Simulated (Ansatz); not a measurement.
## Nudged elastic band run: C5H10Si

Input:

```yaml
crystal:
  periodic: [false, false, false]
  atoms:
    - { symbol: C, position_ang: [-1.47434, -1.320581, 1.97323] }
    - { symbol: C, position_ang: [-0.602323, -0.915796, 1.096709] }
    - { symbol: C, position_ang: [0.273101, -0.512758, 0.218317] }
    - { symbol: C, position_ang: [0.846314, -1.465349, -0.807472] }
    - { symbol: C, position_ang: [0.751642, 0.926815, 0.172325] }
    - { symbol: Si, position_ang: [-0.206209, 2.02806, -1.046198] }
    - { symbol: H, position_ang: [-1.166275, -1.720115, 2.933541] }
    - { symbol: H, position_ang: [-2.538989, -1.272775, 1.771625] }
    - { symbol: H, position_ang: [0.673891, -1.096558, -1.820994] }
    - { symbol: H, position_ang: [1.927087, -1.558966, -0.674168] }
    - { symbol: H, position_ang: [0.401715, -2.454879, -0.722744] }
    - { symbol: H, position_ang: [0.664229, 1.389209, 1.157786] }
    - { symbol: H, position_ang: [1.813138, 0.952731, -0.09174] }
    - { symbol: H, position_ang: [-1.619387, 2.15376, -0.618123] }
    - { symbol: H, position_ang: [-0.174254, 1.46526, -2.418748] }
    - { symbol: H, position_ang: [0.40776, 3.379341, -1.079047] }
basis:
  gaussian: { orbitals: def2-SVP }
hamiltonian:
  xc: hf
neb:
  order_check: false
  images: 7
  f_tol: 0.05
  max_iterations: 60
  initial_path: linear
  final_atoms:
    - { symbol: C, position_ang: [-1.30903168, -1.65529389, 1.6471657] }
    - { symbol: C, position_ang: [-1.0025758, -0.65839851, 0.83011547] }
    - { symbol: C, position_ang: [0.3031073, -0.47319092, 0.14409634] }
    - { symbol: C, position_ang: [0.96361822, -1.49231529, -0.39662177] }
    - { symbol: C, position_ang: [0.81454096, 0.95021901, 0.0712553] }
    - { symbol: Si, position_ang: [0.09963116, 1.9776897, -1.36083757] }
    - { symbol: H, position_ang: [-0.59693499, -2.43401227, 1.89279373] }
    - { symbol: H, position_ang: [-2.28681075, -1.71897378, 2.10781185] }
    - { symbol: H, position_ang: [-1.74394828, 0.11736531, 0.65866805] }
    - { symbol: H, position_ang: [1.92613651, -1.35301137, -0.87386186] }
    - { symbol: H, position_ang: [0.5595458, -2.49577251, -0.39004944] }
    - { symbol: H, position_ang: [0.60912004, 1.47635539, 1.00796459] }
    - { symbol: H, position_ang: [1.89993831, 0.95171964, -0.05388247] }
    - { symbol: H, position_ang: [-1.38329301, 2.0144692, -1.31038532] }
    - { symbol: H, position_ang: [0.5160488, 1.40078517, -2.66134028] }
    - { symbol: H, position_ang: [0.60800741, 3.36976412, -1.26859331] }
```

Command:

```bash
$ ansatz run input.yaml --threads 2 --pin off --max-ram 3072MiB --backend cpu --events-out ev --progress --plain --runs-dir out
```

Output, in part (warnings, iteration lines, the closing report on the highest movable image, with atoms numbered from 0):

```
NEB end point (image 0): max|allowed force component| = 9.086e-3 eV/Å (the criterion of neb.relax_end_points is 1.000e-2)
NEB end point (image 8): max|allowed force component| = 1.741e-2 eV/Å (the criterion of neb.relax_end_points is 1.000e-2)
NEB iter   1: max|band force component| = 6.322e0 eV/Å  barrier→ = 6.6047 eV  barrier← = 7.0652 eV  Δτ_max = 0.2000 Å  (341 SCF iters)
NEB iter   2: max|band force component| = 6.087e0 eV/Å  barrier→ = 5.5455 eV  barrier← = 6.0060 eV  Δτ_max = 0.2000 Å  (240 SCF iters)
NEB iter   3: max|band force component| = 4.436e0 eV/Å  barrier→ = 4.6527 eV  barrier← = 5.1131 eV  Δτ_max = 0.2000 Å  (245 SCF iters)
NEB iter   4: max|band force component| = 4.048e0 eV/Å  barrier→ = 3.7578 eV  barrier← = 4.2183 eV  Δτ_max = 0.2000 Å  (243 SCF iters)
NEB iter   5: max|band force component| = 3.737e0 eV/Å  barrier→ = 2.6878 eV  barrier← = 3.1483 eV  Δτ_max = 0.1997 Å  (235 SCF iters)
NEB iter   6: max|band force component| = 2.882e0 eV/Å  barrier→ = 2.3683 eV  barrier← = 2.8287 eV  Δτ_max = 0.1994 Å  (237 SCF iters)
NEB iter   7: max|band force component| = 9.614e-1 eV/Å  barrier→ = 2.2167 eV  barrier← = 2.6771 eV  Δτ_max = 0.2000 Å  (237 SCF iters)
NEB iter   8: max|band force component| = 9.881e-1 eV/Å  barrier→ = 2.5864 eV  barrier← = 3.0469 eV  Δτ_max = 0.1006 Å  (236 SCF iters)
NEB iter   9: max|band force component| = 9.138e-1 eV/Å  barrier→ = 2.4102 eV  barrier← = 2.8706 eV  Δτ_max = 0.1003 Å  (238 SCF iters)
NEB iter  10: max|band force component| = 2.387e0 eV/Å  barrier→ = 2.2018 eV  barrier← = 2.6623 eV  CI = image 3  Δτ_max = 0.1029 Å  (238 SCF iters)
NEB iter  11: max|band force component| = 2.522e0 eV/Å  barrier→ = 2.2069 eV  barrier← = 2.6674 eV  CI = image 3  Δτ_max = 0.1000 Å  (236 SCF iters)
NEB iter  12: max|band force component| = 2.585e0 eV/Å  barrier→ = 2.0841 eV  barrier← = 2.5446 eV  CI = image 3  Δτ_max = 0.1973 Å  (236 SCF iters)
NEB iter  13: max|band force component| = 2.781e0 eV/Å  barrier→ = 1.9437 eV  barrier← = 2.4041 eV  CI = image 3  Δτ_max = 0.1994 Å  (234 SCF iters)
NEB iter  14: max|band force component| = 2.888e0 eV/Å  barrier→ = 2.1423 eV  barrier← = 2.6027 eV  CI = image 3  Δτ_max = 0.2000 Å  (233 SCF iters)
NEB iter  15: max|band force component| = 3.855e0 eV/Å  barrier→ = 2.7402 eV  barrier← = 3.2007 eV  CI = image 3  Δτ_max = 0.2000 Å  (236 SCF iters)
NEB iter  16: max|band force component| = 4.767e0 eV/Å  barrier→ = 4.0830 eV  barrier← = 4.5435 eV  CI = image 3  Δτ_max = 0.2000 Å  (233 SCF iters)
NEB iter  17: max|band force component| = 4.687e0 eV/Å  barrier→ = 4.5632 eV  barrier← = 5.0236 eV  CI = image 3  Δτ_max = 0.1998 Å  (236 SCF iters)
NEB iter  18: max|band force component| = 3.544e0 eV/Å  barrier→ = 5.3878 eV  barrier← = 5.8483 eV  CI = image 3  Δτ_max = 0.2000 Å  (247 SCF iters)
NEB iter  19: max|band force component| = 2.965e0 eV/Å  barrier→ = 5.5550 eV  barrier← = 6.0155 eV  CI = image 3  Δτ_max = 0.2000 Å  (239 SCF iters)
NEB iter  20: max|band force component| = 1.731e0 eV/Å  barrier→ = 5.3186 eV  barrier← = 5.7791 eV  CI = image 3  Δτ_max = 0.1981 Å  (239 SCF iters)
NEB iter  21: max|band force component| = 1.193e0 eV/Å  barrier→ = 4.9849 eV  barrier← = 5.4453 eV  CI = image 3  Δτ_max = 0.2000 Å  (243 SCF iters)
NEB iter  22: max|band force component| = 1.200e0 eV/Å  barrier→ = 4.5819 eV  barrier← = 5.0423 eV  CI = image 3  Δτ_max = 0.0999 Å  (231 SCF iters)
NEB iter  23: max|band force component| = 1.367e0 eV/Å  barrier→ = 4.3925 eV  barrier← = 4.8529 eV  CI = image 3  Δτ_max = 0.0998 Å  (228 SCF iters)
NEB iter  24: max|band force component| = 1.426e0 eV/Å  barrier→ = 4.2592 eV  barrier← = 4.7197 eV  CI = image 3  Δτ_max = 0.1984 Å  (229 SCF iters)
NEB iter  25: max|band force component| = 8.590e-1 eV/Å  barrier→ = 4.0756 eV  barrier← = 4.5361 eV  CI = image 3  Δτ_max = 0.1986 Å  (229 SCF iters)
NEB iter  26: max|band force component| = 2.046e0 eV/Å  barrier→ = 3.9679 eV  barrier← = 4.4284 eV  CI = image 3  Δτ_max = 0.1013 Å  (224 SCF iters)
NEB iter  27: max|band force component| = 1.266e0 eV/Å  barrier→ = 3.9239 eV  barrier← = 4.3843 eV  CI = image 3  Δτ_max = 0.1010 Å  (224 SCF iters)
NEB iter  28: max|band force component| = 9.780e-1 eV/Å  barrier→ = 3.9003 eV  barrier← = 4.3608 eV  CI = image 3  Δτ_max = 0.1004 Å  (234 SCF iters)
NEB iter  29: max|band force component| = 1.031e0 eV/Å  barrier→ = 3.8789 eV  barrier← = 4.3394 eV  CI = image 3  Δτ_max = 0.0505 Å  (241 SCF iters)
NEB iter  30: max|band force component| = 3.435e-1 eV/Å  barrier→ = 3.8727 eV  barrier← = 4.3332 eV  CI = image 3  Δτ_max = 0.1005 Å  (228 SCF iters)
NEB iter  31: max|band force component| = 1.484e0 eV/Å  barrier→ = 3.8620 eV  barrier← = 4.3224 eV  CI = image 3  Δτ_max = 0.0509 Å  (225 SCF iters)
NEB iter  32: max|band force component| = 3.708e-1 eV/Å  barrier→ = 3.8571 eV  barrier← = 4.3175 eV  CI = image 3  Δτ_max = 0.0998 Å  (216 SCF iters)
NEB iter  33: max|band force component| = 1.361e0 eV/Å  barrier→ = 3.8485 eV  barrier← = 4.3090 eV  CI = image 3  Δτ_max = 0.0504 Å  (224 SCF iters)
NEB iter  34: max|band force component| = 9.073e-1 eV/Å  barrier→ = 3.8448 eV  barrier← = 4.3053 eV  CI = image 3  Δτ_max = 0.0250 Å  (214 SCF iters)
NEB iter  35: max|band force component| = 2.045e-1 eV/Å  barrier→ = 3.8431 eV  barrier← = 4.3036 eV  CI = image 3  Δτ_max = 0.0499 Å  (201 SCF iters)
NEB iter  36: max|band force component| = 4.261e-1 eV/Å  barrier→ = 3.8399 eV  barrier← = 4.3003 eV  CI = image 3  Δτ_max = 0.0250 Å  (226 SCF iters)
NEB iter  37: max|band force component| = 1.428e-1 eV/Å  barrier→ = 3.8384 eV  barrier← = 4.2988 eV  CI = image 3  Δτ_max = 0.0499 Å  (202 SCF iters)
NEB iter  38: max|band force component| = 7.639e-1 eV/Å  barrier→ = 3.8350 eV  barrier← = 4.2955 eV  CI = image 3  Δτ_max = 0.0251 Å  (225 SCF iters)
NEB iter  39: max|band force component| = 2.987e-1 eV/Å  barrier→ = 3.8341 eV  barrier← = 4.2946 eV  CI = image 3  Δτ_max = 0.0499 Å  (196 SCF iters)
NEB iter  40: max|band force component| = 9.141e-1 eV/Å  barrier→ = 3.8317 eV  barrier← = 4.2921 eV  CI = image 3  Δτ_max = 0.0251 Å  (210 SCF iters)
NEB iter  41: max|band force component| = 4.855e-1 eV/Å  barrier→ = 3.8310 eV  barrier← = 4.2915 eV  CI = image 3  Δτ_max = 0.0499 Å  (195 SCF iters)
NEB iter  42: max|band force component| = 1.201e-1 eV/Å  barrier→ = 3.8298 eV  barrier← = 4.2902 eV  CI = image 3  Δτ_max = 0.0996 Å  (222 SCF iters)
NEB iter  43: max|band force component| = 1.041e0 eV/Å  barrier→ = 3.8286 eV  barrier← = 4.2891 eV  CI = image 3  Δτ_max = 0.0502 Å  (207 SCF iters)
NEB iter  44: max|band force component| = 4.598e-1 eV/Å  barrier→ = 3.8277 eV  barrier← = 4.2882 eV  CI = image 3  Δτ_max = 0.0986 Å  (218 SCF iters)
NEB iter  45: max|band force component| = 9.873e-1 eV/Å  barrier→ = 3.8269 eV  barrier← = 4.2874 eV  CI = image 3  Δτ_max = 0.0501 Å  (227 SCF iters)
NEB iter  46: max|band force component| = 3.672e-1 eV/Å  barrier→ = 3.8261 eV  barrier← = 4.2865 eV  CI = image 3  Δτ_max = 0.0496 Å  (226 SCF iters)
NEB iter  47: max|band force component| = 2.276e-1 eV/Å  barrier→ = 3.8260 eV  barrier← = 4.2864 eV  CI = image 3  Δτ_max = 0.0992 Å  (219 SCF iters)
NEB iter  48: max|band force component| = 1.960e0 eV/Å  barrier→ = 3.8254 eV  barrier← = 4.2859 eV  CI = image 3  Δτ_max = 0.0509 Å  (219 SCF iters)
NEB iter  49: max|band force component| = 7.961e-1 eV/Å  barrier→ = 3.8250 eV  barrier← = 4.2855 eV  CI = image 3  Δτ_max = 0.1016 Å  (217 SCF iters)
NEB iter  50: max|band force component| = 5.499e-1 eV/Å  barrier→ = 3.8248 eV  barrier← = 4.2852 eV  CI = image 3  Δτ_max = 0.0821 Å  (202 SCF iters)
NEB iter  51: max|band force component| = 2.585e-1 eV/Å  barrier→ = 3.8246 eV  barrier← = 4.2850 eV  CI = image 3  Δτ_max = 0.0220 Å  (200 SCF iters)
NEB iter  52: max|band force component| = 1.029e-1 eV/Å  barrier→ = 3.8244 eV  barrier← = 4.2849 eV  CI = image 3  Δτ_max = 0.0195 Å  (203 SCF iters)
NEB iter  53: max|band force component| = 1.518e-1 eV/Å  barrier→ = 3.8243 eV  barrier← = 4.2847 eV  CI = image 3  Δτ_max = 0.0098 Å  (189 SCF iters)
NEB iter  54: max|band force component| = 6.930e-2 eV/Å  barrier→ = 3.8242 eV  barrier← = 4.2846 eV  CI = image 3  Δτ_max = 0.0049 Å  (195 SCF iters)
NEB iter  55: max|band force component| = 3.731e-2 eV/Å  barrier→ = 3.8241 eV  barrier← = 4.2846 eV  CI = image 3  Δτ_max = 0.0000 Å  (443 SCF iters)
Total energy: -13161.06562183 eV, -483.6602407114 hartree
Atom 0 at    -1.738480    -1.070540     1.577188 Å, force    -0.000307    -0.002054    -0.000584 eV/Å
Atom 1 at    -0.891242    -1.035392     0.560162 Å, force     0.001920     0.008883    -0.003585 eV/Å
Atom 2 at     0.290028    -0.500389     0.108544 Å, force    -0.002449    -0.000364     0.000157 eV/Å
Atom 3 at     0.894523    -1.625581    -0.530976 Å, force    -0.001622    -0.006506     0.001988 eV/Å
Atom 4 at     0.828005     0.885638     0.240598 Å, force    -0.000301     0.000458    -0.002245 eV/Å
Atom 5 at     0.162141     2.092583    -1.076226 Å, force    -0.000933     0.000046     0.001323 eV/Å
Atom 6 at    -1.525911    -0.559550     2.512157 Å, force     0.000351    -0.000319    -0.000143 eV/Å
Atom 7 at    -2.650935    -1.651213     1.531865 Å, force    -0.000270     0.000367    -0.000949 eV/Å
Atom 8 at    -0.344867    -2.220716    -0.020566 Å, force     0.002784    -0.001384     0.003817 eV/Å
Atom 9 at     0.465680    -1.953056    -1.470138 Å, force     0.002532     0.002327    -0.001785 eV/Å
Atom 10 at     1.971801    -1.798105    -0.470793 Å, force    -0.000615    -0.002408     0.001073 eV/Å
Atom 11 at     0.608061     1.304138     1.226184 Å, force     0.001041    -0.000528     0.000652 eV/Å
Atom 12 at     1.914822     0.861579     0.120834 Å, force    -0.000501     0.000606    -0.001468 eV/Å
Atom 13 at    -1.307970     2.224055    -0.970510 Å, force    -0.000156     0.000020     0.001218 eV/Å
Atom 14 at     0.514831     1.602752    -2.429751 Å, force    -0.001108     0.000599     0.000109 eV/Å
Atom 15 at     0.786610     3.421194    -0.864275 Å, force    -0.000366     0.000257     0.000421 eV/Å
Dipole moment:     0.277779     0.132378    -0.036149 e Å
```

The forces met the threshold. The profile has 3 maxima (images 1, 3, 7) with wells between them (images 2, 5): this band takes more than one step, which may be the mechanism or a detour left from its start path. A structure lower than the last end lies on the path between it and the top, so the climb from that side starts below the end, which may itself be a saddle point or a shallow side well. Neighbouring images differ by up to 3.8 eV, so the band resolves the path poorly. The order of the stationary point at the top wasn't checked. The orbitals stay closed-shell, which can raise the energy where a bond breaks towards radicals; this wasn't checked here.

Final band (atoms are numbered from 1 in the order of the input):

| image | path coordinate (Å) | energy (eV) | C4–H9 (Å) | C2–H9 (Å) |
| --- | --- | --- | --- | --- |
| 0 | 0.00 | 0.00 | 1.09 | 3.19 |
| 1 | 2.17 | 0.08 | 1.09 | 2.92 |
| 2 | 4.35 | 0.01 | 1.09 | 2.60 |
| 3 | 6.52 | 3.82 | 1.47 | 1.43 |
| 4 | 8.32 | 0.91 | 2.24 | 1.08 |
| 5 | 10.12 | -0.54 | 2.59 | 1.08 |
| 6 | 11.91 | -0.40 | 2.75 | 1.08 |
| 7 | 13.71 | -0.37 | 3.12 | 1.09 |
| 8 | 15.51 | -0.46 | 3.32 | 1.09 |

Run time: 8 min on 2 threads of AMD EPYC 9R45 96-Core Processor (Zen 5) (shared host), peak memory 0.41 GiB.
